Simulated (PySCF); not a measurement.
Estimate the missing entries of this data sheet.

Species: C9H8.
SMILES with atom numbers: `[CH2:1]=[CH:2][C:3](=[CH2:4])[C:5]#[C:6][C:7]#[C:8][CH3:9]` (hydrogens: H10, H11 on C1; H12 on C2; H13, H14 on C4; H15, H16, H17 on C9)

Conformer (atom-mapped SMILES and torsion angles): `[CH2:1]=[CH:2][C:3](=[CH2:4])[C:5]#[C:6][C:7]#[C:8][CH3:9]`: C1–C2–C3–C4 180°.

```csv
property,level,value
"rotational constants A, B, C of the GFN2-xTB geometry",GFN2-xTB,"4.235, 0.607, 0.533 GHz"
dipole moment,CAM-B3LYP/def2-SVPD,0.86 D
HOMO energy,CAM-B3LYP/def2-SVPD,-7.62 eV
LUMO energy,CAM-B3LYP/def2-SVPD,?
lowest singlet excitation,TDDFT CAM-B3LYP/def2-SVPD,"4.28 eV (289 nm, f = 0.000)"
lowest triplet excitation (Tamm–Dancoff),TDA CAM-B3LYP/def2-SVPD,?
static isotropic polarisability,CAM-B3LYP/def2-SVPD,123.9 au
electronic spatial extent ⟨r²⟩ about the centre of nuclear charge,CAM-B3LYP/def2-SVPD,?
```

Gas-phase values; electronic properties from PySCF, density fitting. Isolated species at its GFN2-xTB geometry (one conformer only).

Q: Give the electronic spatial extent ⟨r²⟩ about the centre of nuclear charge.

A: 2055 bohr².

Q: The lowest triplet excitation (Tamm–Dancoff)?

A: 2.80 eV.

Q: Give the LUMO energy.

A: -0.43 eV.

In wavenumbers S1 is 34500 cm⁻¹ (1 eV = 8065.54 cm⁻¹). The vertical singlet–triplet gap S1 − T1 is 1.48 eV (TDDFT singlet less Tamm–Dancoff triplet; S1: HOMO−1→LUMO, weight 0.80; T1: HOMO→LUMO, weight 0.83). With B = h/(8π²I), that is 505.379 GHz u Å² over I, the principal moments of inertia are 119.3, 832.0 and 948.2 u Å² (most abundant isotopes); the inertial defect Ic − Ia − Ib is -3.1 u Å² (zero for a rigid planar frame, negative otherwise).
